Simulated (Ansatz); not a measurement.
Relaxation of C$_{2}$H$_{6}$BCl (10 atoms, charge 0, multiplicity 1), to a largest force component of 0.02 eV/Å in at most 40 steps.

The calculation used RKS PBE/6-31G* (Ansatz).

```xyz
10
Properties=species:S:1:pos:R:3
B 0.000 0.000 0.000
C 0.000 0.000 1.600
H -1.000 -0.309 1.970
H 0.768 -0.711 1.970
H 0.232 1.020 1.970
Cl 1.611 0.000 -0.930
C -1.386 0.000 -0.800
H -1.946 -0.930 -0.571
H -1.990 0.880 -0.495
H -1.184 0.051 -1.890
```

Where does it end, and by what steps?

The forces met the threshold. The force dipped under the threshold on the way, but the program's further checks kept it going. After 18 steps the energy has fallen by 0.135 eV; H8 moved furthest, 0.37 Å.

```
step  energy less start (eV)  largest force component (eV/Å)  accepted
   0                  0.0000                           1.198       yes
   1                 -0.1086                           0.430       yes
   2                 -0.1301                           0.220       yes
   3                 -0.1318                           0.055       yes
   4                 -0.1327                           0.023       yes
   5                 -0.1281                           0.316        no
   6                 -0.1330                           0.046       yes
   7                 -0.1334                           0.023       yes
   8                 -0.1334                           0.090        no
   9                 -0.1336                           0.019       yes
  10                 -0.1336                           0.079       yes
  11                 -0.1337                           0.062       yes
  12                 -0.1342                           0.003       yes
  13                 -0.1344                           0.018       yes
  14                 -0.1342                           0.107        no
  15                 -0.1346                           0.021       yes
  16                 -0.1347                           0.056       yes
  17                 -0.1348                           0.034       yes
  18                 -0.1349                           0.001       yes
```

```xyz
10
Properties=species:S:1:pos:R:3
B -0.039 -0.067 0.023
C 0.015 0.020 1.590
H -0.950 -0.226 2.067
H 0.816 -0.588 2.041
H 0.238 1.073 1.860
Cl 1.507 -0.299 -0.852
C -1.358 0.035 -0.824
H -1.784 -0.988 -0.897
H -2.130 0.649 -0.327
H -1.209 0.389 -1.856
```

Whether the end is a true minimum wasn't checked by a vibrational analysis.

Time of the run: 62 s on 1 thread of Intel(R) Xeon(R) Platinum 8259CL CPU @ 2.50GHz (Skylake/Cascade Lake), with other jobs on the host, peak memory 0.13 GiB.
